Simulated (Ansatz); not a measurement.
Z-matrix (Å, degrees):
```
C
Si 1 1.924
O 1 1.428 2 105.0
H 1 1.097 2 111.7 3 -119.8
H 1 1.097 2 111.7 3 119.8
Ga 2 2.373 1 73.2 3 -0.0
H 2 1.489 1 116.4 3 114.9
H 2 1.489 1 116.5 3 -115.0
O 6 1.774 2 160.0 1 -180.0
H 9 0.961 6 113.3 2 -180.0
```

The species carries charge 0 and has multiplicity 1.

Task: List the CAM-B3LYP/def2-TZVPP orbital energies in eV (the Gaussian-basis code of Ansatz). (An estimate is asked.)

Result: The calculation gave: Occupied: -10139.68, -1801.21, -1251.28, -1108.59, -1108.49, -1108.45, -522.36, -521.80, -279.80, -151.70, -145.80, -105.19, -104.96, -104.91, -101.16, -101.11, -101.09, -29.09, -28.80, -24.89, -24.88, -24.87, -24.67, -24.63, -19.90, -16.82, -15.24, -14.03, -13.45, -13.32, -11.44, -11.39, -10.75, -9.30, -9.12, -8.73. Lowest empty: -0.13, 0.10, 1.20, 1.59, 2.18, 3.07, 3.12, 3.25.
